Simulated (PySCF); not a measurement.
CH8FNSi2, SMILES N[C@H]([SiH3])[SiH2]F. Coordinates come from a PBE0-D3(BJ)/def2-SVP optimisation. The structure was generated by enumeration; whether it is a known compound was not checked. One conformer was computed; it need not be the lowest.

Computed equilibrium geometry at PBE0-D3(BJ)/def2-SVP (PySCF confirms it by a frequency run) as bond lengths and angles (one conformer of several):
Atoms: N1 C2 Si3 Si4 F5 H6 H7 H8 H9 H10 H11 H12 H13. Bonds (Å): N1–C2 1.461, N1–H6 1.018, N1–H7 1.018, C2–Si3 1.893, C2–Si4 1.877, C2–H8 1.112, Si3–H9 1.492, Si3–H10 1.493, Si3–H11 1.498, Si4–F5 1.631, Si4–H12 1.487, Si4–H13 1.493. Angles (°): C2–N1–H6 112.9, C2–N1–H7 111.7, H6–N1–H7 107.0, N1–C2–Si3 110.9, N1–C2–Si4 102.5, N1–C2–H8 115.8, Si3–C2–Si4 111.0, Si3–C2–H8 106.1, Si4–C2–H8 110.7, C2–Si3–H9 109.6, C2–Si3–H10 111.0, C2–Si3–H11 108.5, H9–Si3–H10 109.8, H9–Si3–H11 109.4, H10–Si3–H11 108.5, C2–Si4–F5 110.5, C2–Si4–H12 110.9, C2–Si4–H13 109.1, F5–Si4–H12 107.9, F5–Si4–H13 107.6, H12–Si4–H13 110.8.
